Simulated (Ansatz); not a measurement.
`C[N]=[W]([CH3])(=[O])[F]`, one more setting.

```yaml
crystal:
  periodic: [false, false, false]
  atoms:
    - {symbol: C, position_ang: [-1.460126, -1.561486, 0.679100]}
    - {symbol: N, position_ang: [-0.619648, -0.419518, 0.637230]}
    - {symbol: W, position_ang: [-0.084022, 1.129625, 0.049002]}
    - {symbol: C, position_ang: [1.801015, 0.682220, -0.793700]}
    - {symbol: O, position_ang: [-1.062811, 1.590885, -1.266890]}
    - {symbol: F, position_ang: [0.043916, 2.395297, 1.428656]}
    - {symbol: H, position_ang: [-2.219876, -1.534042, -0.109873]}
    - {symbol: H, position_ang: [-0.858809, -2.467000, 0.546996]}
    - {symbol: H, position_ang: [-1.960882, -1.634455, 1.649676]}
    - {symbol: H, position_ang: [2.471984, 0.315115, -0.011358]}
    - {symbol: H, position_ang: [1.726036, -0.084336, -1.566973]}
    - {symbol: H, position_ang: [2.223214, 1.587695, -1.241856]}
basis:
  gaussian: {orbitals: def2-TZVPP}
magnetization: {spin_polarized: true, initial_magnetization: 0}
hamiltonian: {xc: {name: PBE0}, dispersion: d4}
output: {forces: true}
```

```sh
$ ansatz run in.yaml --threads 4 --pin off --events-out ev --progress --plain --max-ram 11315MiB
```

Output, abridged:

```
Functional definition: PBE0
1576 factors; their error is unknown
mean field evaluation 1: about -10227.4152 eV, gradient 7.7e1 eV
mean field evaluation 2: about -10060.8141 eV, gradient 2.2e2 eV
mean field evaluation 4: about -10248.0913 eV, gradient 2.2e1 eV
mean field evaluation 8: about -10249.7413 eV, gradient 4.5e-1 eV
mean field evaluation 16: about -10249.7636 eV, gradient 3.4e-4 eV
mean field -10249.76358563 eV, -376.6718642327 hartree, gradient 3.5e-5 eV, S^2 0.000000; 0 other end points of the search recorded, 0 dependent functions left out
reference -10249.76362119 eV, -376.6718655395 hartree; 28, 28 occupied and 267, 267 virtual orbitals, 1576 factors
Total energy: -10249.99253473 eV, -376.6802779568 hartree
Atom 0 at    -1.460126    -1.561486     0.679100 Å, force    -0.013228    -0.020533     0.004162 eV/Å
Atom 1 at    -0.619648    -0.419518     0.637230 Å, force     0.041267     0.123146    -0.042847 eV/Å
Atom 2 at    -0.084022     1.129625     0.049002 Å, force    -0.128920    -0.008588    -0.039137 eV/Å
Atom 3 at     1.801015     0.682220    -0.793700 Å, force     0.016467     0.001269    -0.000530 eV/Å
Atom 4 at    -1.062811     1.590885    -1.266890 Å, force     0.099456    -0.044958     0.140908 eV/Å
Atom 5 at     0.043916     2.395297     1.428656 Å, force    -0.005478    -0.065677    -0.069315 eV/Å
Atom 6 at    -2.219876    -1.534042    -0.109873 Å, force     0.018809    -0.004036     0.021908 eV/Å
Atom 7 at    -0.858809    -2.467000     0.546996 Å, force    -0.020475     0.020807     0.004454 eV/Å
Atom 8 at    -1.960882    -1.634455     1.649676 Å, force     0.011680    -0.003316    -0.027759 eV/Å
Atom 9 at     2.471984     0.315115    -0.011358 Å, force    -0.013308     0.007871    -0.018906 eV/Å
Atom 10 at     1.726036    -0.084336    -1.566973 Å, force     0.002840     0.015299     0.016672 eV/Å
Atom 11 at     2.223214     1.587695    -1.241856 Å, force    -0.009110    -0.021283     0.010388 eV/Å
Dipole moment:     0.233973    -0.451883     0.099748 e Å
```

Hardware: 4 threads of an Arm Neoverse V2 on a shared host. Wall time 10 s, peak host memory 1.1 GiB.
